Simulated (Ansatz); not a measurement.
One geometry of SiF2Cl2 (SiCl2F2), several levels of theory.

```yaml
crystal:
  periodic: [false, false, false]
  atoms:
    - {symbol: Si, position_ang: [0.062104, -0.000259, 0.043267]}
    - {symbol: F, position_ang: [0.099275, -0.015235, 1.639720]}
    - {symbol: F, position_ang: [1.572677, 0.006943, -0.474797]}
    - {symbol: Cl, position_ang: [-0.869766, 1.674612, -0.588488]}
    - {symbol: Cl, position_ang: [-0.864290, -1.666061, -0.619713]}
basis:
  gaussian: {orbitals: def2-TZVPD, initial_orbitals: start.molden}
hamiltonian: {xc: pbe, dispersion: d4}
scf: {omitted_lower_state_checks: [starts]}
output: {orbitals: {seedname: orbitals}}
```

The file start.molden holds the orbitals of an earlier run on this structure, at another level or in another basis.

```sh
$ ansatz run in.yaml --threads 4 --pin off --events-out ev --progress --plain --max-ram 3916MiB
```

Shortened log:

```
Functional definition: PBE
1229 factors; their error is unknown
mean field evaluation 1: about -38347.2926 eV, gradient 1.7e1 eV
mean field evaluation 2: about -38347.4916 eV, gradient 2.9e-1 eV
mean field evaluation 4: about -38347.4850 eV, gradient 6.6e-2 eV
mean field -38347.48499257 eV, -1409.2440806180 hartree, gradient 2.1e-5 eV, S^2 0.000000; 0 other end points of the search recorded, 0 dependent functions left out
reference -38347.48506245 eV, -1409.2440831862 hartree; 33, 33 occupied and 182, 182 virtual orbitals, 1229 factors
Total energy: -38347.65152634 eV, -1409.2502006211 hartree
Checks for a lower state left out: starts
```

It took 1.7 s on 4 threads of Arm Neoverse V2 on a shared host.

The first input with `gaussian: {orbitals: 6-31G}`, `hamiltonian: {xc: {name: B3LYP}, dispersion: d4}` (abridged; 0.6 s):

```
Functional definition: B3LYP
mean field -38357.43862107 eV, -1409.6098697187 hartree, gradient 8.4e-5 eV, S^2 0.000000
Total energy: -38357.71349645 eV, -1409.6199712026 hartree
Checks for a lower state left out: starts
```

The first input with `gaussian: {orbitals: def2-TZVPP, initial_orbitals: start.molden}`, `correlation: {method: ccsd_t}` and without the key `hamiltonian` (abridged; 41 s):

```
Functional definition: HF
mean field -38291.64318097 eV, -1407.1919318928 hartree, gradient 9.0e-7 eV, S^2 0.000000
17 core orbitals not correlated: weight in the atoms' cores, before any rotation towards them, 1.000 or more for the frozen orbitals, at most 0.000 for the correlated occupied ones
second order -26.76544761 eV of doubles, -0.00000000 eV of singles
cycle   1  -26.98455203 eV  change   -2.2e-1 eV  update   1.0e-1
cycle   2  -27.48840380 eV  change   -5.0e-1 eV  update   2.8e-2
cycle   3  -27.60837249 eV  change   -1.2e-1 eV  update   1.4e-2
cycle   4  -27.59465793 eV  change    1.4e-2 eV  update   2.7e-3
cycle   5  -27.59245387 eV  change    2.2e-3 eV  update   1.0e-3
cycle   6  -27.59299046 eV  change   -5.4e-4 eV  update   2.8e-4
cycle   7  -27.59279562 eV  change    1.9e-4 eV  update   8.6e-5
cycle   8  -27.59276077 eV  change    3.5e-5 eV  update   1.9e-5
perturbative correction -0.98550571 eV, -0.0362166669 hartree
Total energy: -38320.22144745 eV, -1408.2421638148 hartree
Checks for a lower state left out: starts
```

As the first input, with `gaussian: {orbitals: def2-TZVP, initial_orbitals: start.molden}`, `correlation: {method: mp2}` and without the key `hamiltonian` (abridged; 1.4 s):

```
Functional definition: HF
mean field -38291.63099969 eV, -1407.1914842388 hartree, gradient 8.3e-7 eV, S^2 0.000000
17 core orbitals not correlated: weight in the atoms' cores, before any rotation towards them, 1.000 or more for the frozen orbitals, at most 0.000 for the correlated occupied ones
second order -26.53818593 eV of doubles, -0.00000000 eV of singles
Total energy: -38318.16918562 eV, -1408.1667445836 hartree
Checks for a lower state left out: starts
```

First input, but with `gaussian: {orbitals: def2-SVP, initial_orbitals: start.molden}`, `hamiltonian: {xc: pbe0, dispersion: d4}` (abridged; 0.71 s):

```
Functional definition: PBE0
mean field -38331.42613812 eV, -1408.6539286019 hartree, gradient 2.4e-5 eV, S^2 0.000000
Total energy: -38331.56656207 eV, -1408.6590890871 hartree
Checks for a lower state left out: starts
```

The first input with `gaussian: {orbitals: def2-SVP, initial_orbitals: start.molden}` (abridged; 0.55 s):

```
Functional definition: PBE
mean field -38328.58291068 eV, -1408.5494419210 hartree, gradient 9.1e-6 eV, S^2 0.000000
Total energy: -38328.74939909 eV, -1408.5555602572 hartree
Checks for a lower state left out: starts
```

The first input with `hamiltonian: {xc: pbe0, dispersion: d4}` (abridged; 2.8 s):

```
Functional definition: PBE0
mean field -38350.18594898 eV, -1409.3433389352 hartree, gradient 1.1e-5 eV, S^2 0.000000
Total energy: -38350.32640854 eV, -1409.3485007289 hartree
Checks for a lower state left out: starts
```

Geometry: PBE0-D4/def2-SVP.

B3LYP takes the VWN-RPA correlation. Correlated methods freeze 17 core orbitals.
